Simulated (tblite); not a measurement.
Species: 1,1,1,2,3,3,3-heptafluoropropane, C3HF7.
Bonds: F1–C2, C2–C3, C3–F4, C3–F5, C3–F6, C2–C7, C7–F8, C7–F9, C7–F10. Hydrogens: H11 on C2.

Computed with GFN2-xTB (tblite), gas phase: nudged elastic band of 9 images (0 to 8), spring 0.2 eV/Å², climbing image at the end, force threshold 0.05 eV/Å. No saddle search or frequency run followed, so the top image need not be a first-order saddle, and its height can exceed the method's true barrier by a kcal/mol or more.

The band describes a rotation about C2–C3 (sp3 C–F carbon, CF3 carbon), followed by the dihedral F1–C2–C3–F4, from the optimised start (-59°) to a second optimised geometry at 62°.

Q: Give the energy profile along the converged band.

A: 
```json
{"image": "0", "dihedral (°)": "-59", "E (eV)": "0.000", "C2–C3 (Å)": "1.544", "F1···F4 (Å)": "2.74", "largest true force (eV/Å)": "0.01"}
{"image": "1", "dihedral (°)": "-43", "E (eV)": "0.009", "C2–C3 (Å)": "1.547", "F1···F4 (Å)": "2.63", "largest true force (eV/Å)": "0.04"}
{"image": "2", "dihedral (°)": "-28", "E (eV)": "0.027", "C2–C3 (Å)": "1.551", "F1···F4 (Å)": "2.55", "largest true force (eV/Å)": "0.05"}
{"image": "3", "dihedral (°)": "-13", "E (eV)": "0.042", "C2–C3 (Å)": "1.554", "F1···F4 (Å)": "2.50", "largest true force (eV/Å)": "0.05"}
{"image": "4", "dihedral (°)": "2", "E (eV)": "0.046", "C2–C3 (Å)": "1.555", "F1···F4 (Å)": "2.49", "largest true force (eV/Å)": "0.05"}
{"image": "5", "dihedral (°)": "18", "E (eV)": "0.038", "C2–C3 (Å)": "1.553", "F1···F4 (Å)": "2.52", "largest true force (eV/Å)": "0.05"}
{"image": "6", "dihedral (°)": "33", "E (eV)": "0.022", "C2–C3 (Å)": "1.549", "F1···F4 (Å)": "2.58", "largest true force (eV/Å)": "0.05"}
{"image": "7", "dihedral (°)": "47", "E (eV)": "0.006", "C2–C3 (Å)": "1.546", "F1···F4 (Å)": "2.68", "largest true force (eV/Å)": "0.04"}
{"image": "8", "dihedral (°)": "62", "E (eV)": "0.000", "C2–C3 (Å)": "1.544", "F1···F4 (Å)": "2.81", "largest true force (eV/Å)": "0.01"}
```

Barriers of this band. The top is image 4 at 2°: 0.05 eV in either direction, as the ends lie within 0.002 eV of each other (their dihedrals are equal and opposite within 4°). The central bond is 0.011 Å longer at the top than at the start.

Q: What rate follows at 200 K for crossing this barrier forward?

A: Taking the electronic barrier for the free energy of activation (no zero-point or entropy terms, transmission 1), rate = (kT/h)·exp(−ΔE/kT) ≈ 3 × 10^11 s⁻¹, whose inverse is 3 × 10^-12 s. An error of 1 kcal/mol in the barrier changes this by a factor of 12, and the method and the loose band can each miss by that much or more. The barrier is only 2.7 kT, where transition-state theory is rough.

Q: How long is the path, and how are the images spaced?

A: Cartesian distances between aligned neighbours (all atoms, Å): 0.51, 0.49, 0.48, 0.48, 0.48, 0.48, 0.48, 0.47; the sum is 3.87 Å, and the top lies 51 % of the way along.

The cost below is that of the whole band run. Rough CPU time on one thread of a shared machine: about 5 s.
